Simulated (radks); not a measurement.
Values are calculated unless marked as measured or tabulated.
Effect of the nuclear size on the arsenic ion As+, [Ar] 3d10 4s2 4p2. Code: a radial shooting solver on a logarithmic mesh with Libxc functionals. Model: Dirac Kohn-Sham, PBE, spin-unpolarised, spherical densities, finite nucleus; open shells are shared between the two j in proportion to 2j + 1; Fermi nuclear charge, rms radius 4.0968 fm. The rms radius is varied about that value; shifts are against it.

rms radius (fm),total energy shift (eV),density at nucleus (e/bohr^3),1s1/2 shift (meV),2s1/2 shift (meV),3p1/2 shift (meV),4s1/2 shift (meV)
3.4044,-0.123,3.601e+04,-52.2,-5.14,0.081,-0.065
3.8838,-0.0401,3.569e+04,-17.0,-1.68,0.026,-0.021
4.0968,0,3.557e+04,0.000,0.000,0.000,0.000
4.2402,0.0281,3.548e+04,11.9,1.18,-0.019,0.015
5.0514,0.204,3.507e+04,86.7,8.54,-0.134,0.107

Slopes of the eigenvalues against <r^2> in GHz/fm^2, as finite differences over the two radii next to the reference (eigenvalue slopes, not the field-shift constants of lines): 1s1/2 2420, 2s1/2 238, 3p1/2 -3.75, 4s1/2 3.00.
